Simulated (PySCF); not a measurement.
Delta-SCF ions had no search for a lower state. Excitations are Tamm–Dancoff values on a coarser integration grid. The basis has no diffuse functions, so Rydberg states are missing or too high.

## C10H9ClSi, SMILES `[SiH3]c1ccc2ccc(Cl)cc2c1` (charge 0, multiplicity 1)

These are PBE0-D4/def2-TZVP // PBE0-D4/def2-SVP in PySCF values and carry that method's errors.

The HOMO is -6.61 eV and the dipole moment is 1.39 D. The HOMO–LUMO gap is 4.97 eV. The LUMO is -1.64 eV and the S1 excitation (TDA) is 4.28 eV. The S1 oscillator strength is 0.012 and the brightest of the four lowest singlets (TDA) is 5.89 eV. The T1 excitation (TDA) is 2.94 eV. The S1–T1 gap (TDA) comes out as 1.35 eV. The vertical ionisation energy (Delta-SCF) comes out as 8.14 eV. The total energy is -1135.6276 Ha and the cost is roughly 40 core-minutes.

```xyz
21

Si    -3.6429    -0.4969    -0.0094
C     -1.8405     0.0225     0.0853
C     -1.4884     1.3932     0.2425
C     -0.1745     1.7865     0.3121
C      0.8739     0.8355     0.2290
C      2.2413     1.2030     0.2966
C      3.2355     0.2588     0.2130
C      2.8908    -1.1038     0.0567
Cl     4.1625    -2.2745    -0.0460
C      1.5777    -1.5042    -0.0133
C      0.5400    -0.5431     0.0711
C     -0.8279    -0.9147     0.0028
H     -4.3208     0.1574    -1.1719
H     -4.3744    -0.0916     1.2313
H     -3.7155    -1.9811    -0.1650
H     -2.2749     2.1507     0.3100
H      0.0806     2.8426     0.4332
H      2.5010     2.2578     0.4173
H      4.2887     0.5393     0.2648
H      1.3325    -2.5611    -0.1340
H     -1.0648    -1.9762    -0.1176
```
Charge 0, spin multiplicity 1.
